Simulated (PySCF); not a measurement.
C₄H₄F₂O₂, SMILES FC(F)=C1COCO1. Atoms are numbered in the order given.

```xyz
12

F      1.4863    -1.7933     0.6187
C      1.2390    -0.5410     0.2868
F      2.3425     0.1987     0.2668
C      0.0415    -0.0301     0.0113
C     -0.2885     1.3917    -0.3913
O     -1.7020     1.4090    -0.2690
C     -2.1204     0.0976    -0.4986
O     -1.1201    -0.7485     0.0579
H      0.0326     1.6060    -1.4306
H      0.1434     2.1541     0.2733
H     -2.2128    -0.1186    -1.5849
H     -3.0763    -0.0843     0.0128
```
Charge 0, spin multiplicity 1.

Geometry: B3LYP-D3(BJ)/def2-SVP. The structure was generated by enumeration, and PubChem lists no compound with its InChIKey, so it may never have been made. One conformer was computed; it need not be the lowest.

Two levels are set side by side: PBE/pcSseg-1 (PySCF) and PBE0/pcSseg-1 (PySCF). GIAO shifts against CFCl3 (¹⁹F), H2O (¹⁷O), TMS (¹H), TMS (¹³C) at the same level; non-relativistic, no solvent, atoms listed together averaged. Differences are taken from unrounded values.

| quantity | PBE0 | PBE | PBE minus PBE0 |
|---|---|---|---|
| δ(¹³C) of C2 (ppm) | 159.6 | 160.3 | 0.7 |
| δ(¹³C) of C4 (ppm) | 121.9 | 120.0 | -1.9 |
| δ(¹³C) of C5 (ppm) | 69.1 | 72.5 | 3.4 |
| δ(¹⁷O) of O6 (ppm) | 73.4 | 90.4 | 17.0 |
| δ(¹³C) of C7 (ppm) | 103.7 | 108.1 | 4.4 |
| δ(¹⁷O) of O8 (ppm) | 119.0 | 138.1 | 19.2 |

Rough cost on one machine, each run with all the roots and properties that it gave: PBE0 against PBE within a factor of 2.
